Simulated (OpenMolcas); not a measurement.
**neutral technetium: effect of the basis set**

```
Program             : OpenMolcas
Method              : SS-CASPT2, IPEA 0.25 Eh, imaginary shift 0.1 Eh (closed shells correlated: 4s 4p 5s)
Active space        : 5 electrons in 5 orbitals (4d)
State averaging     : 2S+1 = 6 even, 1 root; 2S+1 = 4 even, 24 roots; 2S+1 = 2 even, 75 roots (58 in the spin-orbit step)
Spin-orbit coupling : RASSI with atomic mean-field integrals over the reference wave functions, term energies averaged over their components
```

A. ANO-R1 [6s4p3d1f], X2C, finite nucleus; CASPT2 step roughly 12 core-seconds
B. ANO-R2 [7s5p4d2f1g], X2C, finite nucleus; CASPT2 step roughly 22 core-seconds
C. ANO-RCC-VTZP [7s6p4d2f1g], DKH2, point nucleus; CASPT2 step of the order of 23 core-seconds
D. ANO-R3 [8s6p5d3f2g1h], X2C, finite nucleus; CASPT2 step roughly 30 core-seconds
E. ANO-RCC-VQZP [8s7p5d3f2g1h], DKH2, point nucleus; CASPT2 step about 40 core-seconds

Energies in cm⁻¹ above 4d⁵ 5s² ⁶S_5/2.

```tsv
Level	A	B	C	D	E
4d⁵ 5s² ⁶S_5/2	0.0	0.0	0.0	0.0	0.0
4d⁵ 5s² ⁴G_5/2	20680	19080	19190	18540	18610
4d⁵ 5s² ⁴G_7/2	20830	19220	19330	18690	18760
4d⁵ 5s² ⁴G_11/2	20880	19270	19380	18730	18800
4d⁵ 5s² ⁴G_9/2	20920	19310	19420	18780	18850
4d⁵ 5s² ⁴P_5/2 [51 %]	21850	20570	20670	20110	20180
4d⁵ 5s² ⁴P_3/2 [52 %]	22130	20860	20960	20400	20470
4d⁵ 5s² ⁴P_1/2 [60 %]	22550	21390	21480	20930	21010
4d⁵ 5s² ⁴D_7/2	23800	21980	22120	21520	21590
4d⁵ 5s² ⁴D_1/2 [60 %]	24250	22670	22770	22210	22280
4d⁵ 5s² ⁴D_3/2 [52 %]	24580	23100	23200	22640	22720
4d⁵ 5s² ⁴D_5/2 [53 %]	24600	23110	23210	22640	22720
4d⁵ 5s² ²I_11/2	30910	28670	28790	27780	27870
4d⁵ 5s² ²I_13/2	31240	29000	29120	28110	28190
4d⁵ 5s² ²D_5/2(1) [57 %]	31310	29660	29810	29050	29140
4d⁵ 5s² ²D_3/2(1) [62 %]	32010	30200	30350	29640	29720
4d⁵ 5s² ⁴F_7/2 [65 %]	33260	31090	31250	30560	30640
4d⁵ 5s² ⁴F_9/2	33320	31060	31220	30540	30610
4d⁵ 5s² ⁴F_5/2	33620	31450	31590	30950	31010
4d⁵ 5s² ²F_7/2(1) [68 %]	34050	32280	32430	31660	31760
4d⁵ 5s² ⁴F_3/2 [62 %]	34240	32210	32350	31690	31760
4d⁵ 5s² ²F_5/2(1) [54 %]	35540	33850	34000	33220	33330
4d⁵ 5s² ²G_7/2	37120	34510	34840	33730	33940
4d⁵ 5s² ²H_11/2	37580	35470	35640	34660	34790
```

Among A to E the level of the table that moves most is 4d⁵ 5s² ²G_7/2, by 3400 cm-1 (lowest in D, highest in A). Moves below CASPT2's spread within the term are not significant.

CASPT2 does not keep the components of a term degenerate, so their means are used; among the terms shown or strongly mixed into the levels shown the widest spread is 570 cm-1 (4d⁵ 5s² ²G, A). Some high roots are left out of the spin-orbit mixing, which shifts the levels that they would mix with. With the s shell closed, the reference lacks s² → p², s² → d² and s → d mixing, so excited terms can stand far too high and out of order, with CASPT2 too. The CASPT2 spread within a term exceeds the gap to the next term for 4d⁵ 5s² ⁴F and 4d⁵ 5s² ²F(1), 4d⁵ 5s² ²G and 4d⁵ 5s² ²H, so the order of their levels is uncertain, and so are names and mixing where such terms share a J (holds for A). Only configurations of the active space appear. Levels that lie high or do not pair safely by name in every column are left out.

A share in square brackets marks a mixed level and gives the weight of the term that names it, the lowest over the columns. A number in round brackets counts repeated terms of one configuration in the order of the reference energies.
